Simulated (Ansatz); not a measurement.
Ideal-gas functions of Cl₂FH₃OSi₂, SMILES `O[SiH2][Si](F)(Cl)Cl` at 800 K and 1 bar, from an Ansatz frequency run at PBE0-D4/def2-TZVP.

Molar mass 165.1 g/mol, point group C1 (symmetry number 1), electronic degeneracy 1, moments of inertia 295.254, 464.442, 582.85 u Å². Harmonic wavenumbers (cm⁻¹, unscaled): 42, 76, 112, 143, 168, 195, 244, 270, 401, 506, 576, 608, 720, 767, 857, 906, 944, 962, 2209, 2214, 3920.

Use S(trans) = R[1.5 ln M + 2.5 ln T − 1.1517]; rotational temperatures θ = 24.2544 K / I; S(rot) = R[ln(√π/σ · √(T³/θAθBθC)) + 1.5]; for each mode x = 1.438777 ν̃/T, S = R[x/(eˣ − 1) − ln(1 − e⁻ˣ)] and H = RT x/(eˣ − 1); 1 cm⁻¹ = 0.0119627 kJ/mol; R = 8.31446 J/(mol·K).

**Question.** By hand: the entropy, in J/(mol·K).

**Answer.** Translation 193.1. Rotation: θ = 0.0821, 0.0522, 0.0416 K, giving 136.5. Vibration, mode by mode: 29.79, 24.87, 21.65, 19.63, 18.30, 17.07, 15.23, 14.40, 11.21, 9.38, 8.38, 7.97, 6.72, 6.27, 5.49, 5.12, 4.85, 4.72, 0.79, 0.79, 0.06, in all 232.7. Electronic 0.0. Sum 562.3 J/(mol·K).

**Question.** By hand: H − E and G − E in kJ/mol, counted from the electronic energy.

**Answer.** Zero-point energy ½ × 16840 × 0.0119627 = 100.7; thermal vibration 80.1; translation, rotation and pV give 4 RT = 26.6. H − E = 207.4 kJ/mol, and G − E = 207.4 − 800 × 562.3/1000 = -242.4 kJ/mol.

Vibration gives 41 % of the entropy, 95.9 J/(mol·K) of it from the modes under 150 cm⁻¹: soft modes count most, and the harmonic formula is weakest for them. The sum counts one conformer and one mirror image; others add a mixing term.
